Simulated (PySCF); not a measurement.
Ge(SiH3)2 (GeH6Si2), SMILES [SiH3][Ge][SiH3] (connectivity only; charge and spin as stated), neutral, multiplicity 1. Atoms are numbered in the order given.

```xyz
9

Ge     0.0000     0.0000     0.9402
Si    -1.7302     0.0075    -0.8188
H     -1.8859    -1.4531    -1.1326
H     -1.3660     0.7100    -2.0884
H     -3.0567     0.5195    -0.3583
Si     1.7302    -0.0075    -0.8188
H      1.8859     1.4531    -1.1326
H      1.3660    -0.7100    -2.0884
H      3.0567    -0.5195    -0.3583
```
Charge 0, spin multiplicity 1.

Geometry optimised at B3LYP-D3(BJ)/def2-SVP. The structure was generated by enumeration; whether it is a known compound was not checked.

Calculation: TDA-PBE/def2-SVPD (PySCF 2.14.0).

Vertical excitations. Isolated molecule, no solvent. State labels are in the subgroup C2.

| state | symmetry | energy (eV) | λ (nm) | f | main pairs |
|---|---|---|---|---|---|
| S1 | B | 1.87 | 663 | 0.002 | HOMO→LUMO 99 % |
| S2 | A | 2.40 | 517 | 0.000 | HOMO−1→LUMO 99 % |
| S3 | A | 4.05 | 306 | 0.001 | HOMO−2→LUMO 99 % |
| S4 | B | 4.41 | 281 | 0.029 | HOMO−3→LUMO 92 % |
| S5 | B | 4.50 | 276 | 0.000 | HOMO−5→LUMO 95 % |
| S6 | A | 4.73 | 262 | 0.003 | HOMO−4→LUMO 90 % |
| S7 | A | 5.21 | 238 | 0.092 | HOMO→LUMO+2 81 % |
| S8 | B | 5.40 | 230 | 0.061 | HOMO→LUMO+1 77 %, HOMO−1→LUMO+2 16 % |
| S9 | A | 5.41 | 229 | 0.026 | HOMO→LUMO+3 90 % |
| S10 | A | 5.74 | 216 | 0.001 | HOMO→LUMO+4 84 % |
| T1 | B | 1.01 | 1231 | 0 | HOMO→LUMO 100 % |
| T2 | A | 1.82 | 681 | 0 | HOMO−1→LUMO 100 % |
| T3 | A | 3.92 | 316 | 0 | HOMO−2→LUMO 100 % |
| T4 | B | 4.02 | 308 | 0 | HOMO−3→LUMO 100 % |
Triplets are in the Tamm–Dancoff approximation.
